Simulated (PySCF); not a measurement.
**C₆ coefficients of unlike pairs at BLYP**

Calculated with PySCF 2.14 from the dipole response of each species, C₆(A,B) = (3/π) ∫ α_A(iu) α_B(iu) du, in atomic units, from isotropic polarisabilities. For ions this is the dispersion term alone; charge-induced terms of lower order in 1/R come first.

| species | configuration | basis | relativity | α (bohr³) | C₆ (like pair) |
| --- | --- | --- | --- | --- | --- |
| K⁺ | [Ar] (1S) | dyall-av2z (17s13p2d) | none | 5.222 | 22.88 |
| As³⁺ | [Ar] 3d10 4s2 (1S) | def2-TZVPPD (7s5p5d1f) | none | 6.926 | 20.48 |
| Mn | [Ar] 3d5 4s2 (6S) | aug-cc-pV5Z (10s9p7d5f4g3h2i) | none | 69.18 | 649.3 |

Q: Estimate C₆ for Mn with As³⁺.

A: The integral gives 102.3. The combination rule 2 C_A C_B / (C_A α_B/α_A + C_B α_A/α_B) gives 98.66 and the geometric mean 115.3.

No spin-orbit coupling is included.

The other pairs:

```
    pair     C₆
  Mn, K⁺  91.33
As³⁺, K⁺  20.68
```
